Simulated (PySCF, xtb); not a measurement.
F6S, SMILES FS(F)(F)(F)(F)F (connectivity only; charge and spin as stated), charge +1, multiplicity 2.

Harmonic wavenumbers (cm⁻¹) from GFN2-xTB run with xtb at its own minimum, in rising order: 153, 153, 154, 188, 189, 190, 305, 305, 306, 329, 330, 485, 486, 486, 487.

Task: What does PySCF with TPSSh-D3(BJ)/def2-SVP give at its own minimum? (Estimate from the structure and the level; the computed values follow.)

Result: 275, 275, 314, 317, 329, 329, 449, 449, 449, 506, 506, 746, 751, 763, 763. Paired by order, the mean absolute difference is 178 cm⁻¹ and the zero-point energies are 6.5 and 10.3 kcal/mol.
